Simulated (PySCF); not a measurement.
# Radial density of N²⁺ (nitrogen, charge +2)

UHF, [He] 2s1 2p2, 2s spin antiparallel (an excited configuration). All numbers are calculated (PySCF 2.14, the non-relativistic Hamiltonian (point nucleus), in aug-cc-pVDZ (4s3p2d, 23 functions)).

```tsv
r (bohr)	4πr²ρ (e/bohr)	4πr²(ρα − ρβ)
0.00476	0.05365	-0.0015
0.00801	0.1457	-0.0041
0.0135	0.3807	-0.0106
0.0227	0.9493	-0.0265
0.0381	2.165	-0.0601
0.0641	4.284	-0.1156
0.108	6.658	-0.1541
0.181	7.020	-0.0308
0.305	4.156	0.4007
0.513	2.050	0.8024
0.863	2.545	0.7749
1.45	1.573	0.4332
2.44	0.1780	0.0501
4.11	0.002955	0.0023
6.91	4.835e-05	0.0000
```

With the s spin flipped the determinant is a mixture of two multiplicities, not a spectroscopic state.
